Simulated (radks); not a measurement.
Excited configurations of W II: one electron is placed in a higher orbital outside [Xe] 4f14 5d4. The ground configuration is [Xe] 4f14 5d4 6s1. Calculated with a radial shooting solver on a logarithmic mesh with Libxc functionals: scalar-relativistic Kohn-Sham, r2SCAN, spin-polarised, spherical densities, finite nucleus; open shells are filled with parallel spins first (spin-orbit coupling, left out, can overturn this in heavy ions); meta-GGA in the generalised Kohn-Sham scheme; Fermi nuclear charge, rms radius 5.3658 fm. Excitation = E - E(ground); binding = E(ion) - E, where the ion is the core of charge +2; n* = 2/sqrt(2 binding) in atomic units, and the quantum defect is n - n*.

outer orbital  excitation (eV)  binding (eV)     n*  quantum defect  eigenvalue (eV)  <r> (bohr)
6p                       6.117        10.424  2.285           3.715           -7.971       3.758
6f                      14.172         2.369  4.793           1.207           -1.782       14.53
7p                      11.556         4.985  3.304           3.696           -3.965       8.100
7d                      13.409         3.132  4.169           2.831           -2.426       12.00

Estimate the row for 6d.

Answer. excitation (eV) 11.250; binding (eV) 5.290; n* 3.207; quantum defect 2.793; eigenvalue (eV) -3.886; <r> (bohr) 6.458. The Delta-SCF ionisation energy is 16.541 eV (NIST Atomic Spectra Database: 16.4 eV, semi-empirical). Self-interaction in the functional shifts the binding energies and quantum defects, so they are the method's values and not measured ones. Open shells are spherical and high-spin; term and fine-structure splittings are not resolved. Spin-orbit splitting is averaged out at the scalar-relativistic level.
